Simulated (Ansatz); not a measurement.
Geometry optimisation, Ansatz 0.2.0, RKS PBE-D4/def2-SVP.

input.yaml

```yaml
crystal:
  periodic: [false, false, false]
  atoms:
    - { symbol: Si, position_ang: [-0.126316, 1.073747, -1.375871] }
    - { symbol: "N", position_ang: [-0.133014, -0.569456, -0.627871] }
    - { symbol: H, position_ang: [-1.530899, 1.566573, -1.281514] }
    - { symbol: H, position_ang: [0.901282, 1.863429, -0.617251] }
    - { symbol: O, position_ang: [0.25914, 1.091183, -3.020191] }
    - { symbol: H, position_ang: [-0.581787, 0.159789, 1.156785] }
    - { symbol: F, position_ang: [-0.945523, 0.947783, 1.488869] }
    - { symbol: H, position_ang: [0.319427, -1.584948, 1.411267] }
    - { symbol: "N", position_ang: [0.456716, -1.494029, 2.422825] }
    - { symbol: H, position_ang: [-0.91476, -1.150342, -0.963828] }
    - { symbol: H, position_ang: [0.729215, -1.103532, -0.796489] }
    - { symbol: H, position_ang: [1.207547, 1.219278, -3.203533] }
    - { symbol: H, position_ang: [0.842562, -0.551114, 2.570859] }
    - { symbol: H, position_ang: [-0.48349, -1.468158, 2.836243] }
basis:
  gaussian: { orbitals: def2-SVP }
hamiltonian:
  xc: pbe
  dispersion: d4
relax:
  f_tol: 0.03
  max_steps: 50
```

Launched with:

```bash
$ ansatz run input.yaml --threads 4 --pin off --max-ram 5120MiB --backend cpu --events-out ev --progress --plain --runs-dir out
```

**Question.** Where does it end, and by what steps?

**Answer.** It converged. The force dipped under the threshold on the way, but the program's further checks kept it going. After 33 steps the energy has fallen by 0.609 eV; H14 moved furthest, 2.25 Å.

```tsv
step	energy less start (eV)	largest force component (eV/Å)	accepted
0	0.0000	1.137	yes
2	-0.0688	0.647	yes
4	-0.1226	0.771	yes
6	-0.1588	0.840	no
8	-0.1796	0.225	yes
10	-0.1856	0.114	no
12	-0.1933	0.189	yes
14	-0.2022	0.195	yes
16	-0.2063	0.605	yes
18	-0.2530	0.163	yes
20	-0.3272	0.986	yes
22	-0.4512	0.637	yes
24	-0.5503	0.723	yes
26	-0.5979	0.364	yes
28	-0.6061	0.117	yes
30	-0.6079	0.017	yes
32	-0.6088	0.037	yes
33	-0.6090	0.011	yes
```

```xyz
14
Properties=species:S:1:pos:R:3
Si -0.001 1.179 -1.243
N -0.655 -0.345 -0.648
H -1.143 2.073 -1.599
H 0.822 1.705 -0.100
O 0.897 1.083 -2.663
H -1.474 0.108 0.660
F -1.700 0.414 1.576
H 0.553 -2.176 2.182
N 0.679 -1.279 1.695
H -1.184 -0.929 -1.306
H -0.005 -0.919 -0.051
H 1.751 0.623 -2.584
H -0.090 -0.662 2.016
H 1.550 -0.877 2.065
```

Run time: 74 s on 4 threads of Arm Neoverse N1, on a shared host, peak memory 0.17 GiB.
